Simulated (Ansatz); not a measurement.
Cost and result for the atomization energy of CH$_{3}$ClOSn (7 atoms, 6 bonds).

```xyz
7

Cl    2.1630    0.6656    0.3813
Sn    0.2513    1.9796   -0.3381
C    -0.6716   -1.0206    0.5006
O    -1.0746    0.0152    0.0227
H     0.3205    1.3576   -2.0012
H     0.3850   -1.1440    0.7803
H    -1.3736   -1.8535    0.6545
```

Charge 0, multiplicity 1. Correlated methods include outer-core shells of Sn, which these sets cover unevenly. Sn takes the def2 core potential. The bonds changed during the relaxation, so this is another structure than the one it started from. All single points use the PBE0-D4/def2-TZVP geometry. Program: Ansatz. All runs use 2 threads of an Arm Neoverse V1 on a shared host. Times are those of one run each, without the atoms' runs, and a repeat can differ threefold. Electronic energies, without spin–orbit coupling; frozen cores. CCSD(T)/CBS adds CCSD(T) − MP2 in def2-TZVPP to the MP2 limit, and its time is that of the two runs behind it. T1 = 0.016. With those shells the extrapolation isn't a true limit. B3LYP takes the VWN-RPA correlation (the form of Gaussian; ORCA's B3LYP/G). HSE06 is the plane-wave form, built on full-range PBE exchange.

CCSD(T)/CBS is a level of theory with its own doubt, some kJ/mol a heavy atom from the limit and from the frozen cores, so smaller differences don't rank the functionals.

```tsv
level	functions	wall time	atomization (kJ/mol)	difference from CCSD(T)/CBS	per bond
LDA (SPW92)/def2-TZVPP	196	1.6 s	2663.3	363.7	60.6
revPBE-D4/def2-TZVPP	196	2.7 s	2283.6	-16.0	-2.7
PBE-D4/def2-TZVPP (with forces)	196	3.4 s	2350.0	50.4	8.4
BHLYP-D4/def2-TZVPP	196	4.2 s	2189.6	-110.0	-18.3
HSE06-D4/def2-TZVPP	196	4.3 s	2275.2	-24.4	-4.1
B3LYP-D4/def2-TZVPP (with forces)	196	6 s	2287.7	-11.9	-2.0
CCSD(T)/def2-SVP	87	6 s	2135.9	-163.7	-27.3
PBE-QIDH/def2-TZVPP	196	8 s	2243.4	-56.2	-9.4
B97M-V/def2-TZVPP	196	13 s	2316.0	16.4	2.7
ωB97M-V/def2-TZVPP (with forces)	196	16 s	2290.4	-9.2	-1.5
MP2/def2-QZVPP	356	21 s	2308.1	8.5	1.4
CCSD(T)/def2-TZVPP	196	2.3 min	2217.1	-82.5	-13.7
CCSD(T)/CBS(def2)	–	2.7 min	2299.6	0.0	0.0
```

In def2-TZVPP, CCSD(T) changes the Hartree–Fock value by +653.0 kJ/mol (the triples alone add +47.9 kJ/mol) and MP2 by +694.5 kJ/mol; breaking electron pairs costs correlation energy, which Hartree–Fock lacks. From BLYP to BHLYP (50 % exact exchange), in def2-TZVPP and without D4, the atomization energy moves by −108.9 kJ/mol: exact exchange takes away binding that semilocal exchange gives to molecules. Leaving LDA and LC-ωPBE aside and taking each functional with its dispersion term where it has one, the values spread over 160.4 kJ/mol, from BHLYP-D4 to PBE-D4. LDA lies +330.3 kJ/mol from PBE without D4, its usual overbinding.

Spin–orbit coupling would lower the free Sn atoms strongly, and the atomization energy with them, by more than many differences here. For some Ge, Se and Sn compounds the MP2-based and the directly extrapolated limit differ by 10 to 25 kJ/mol.
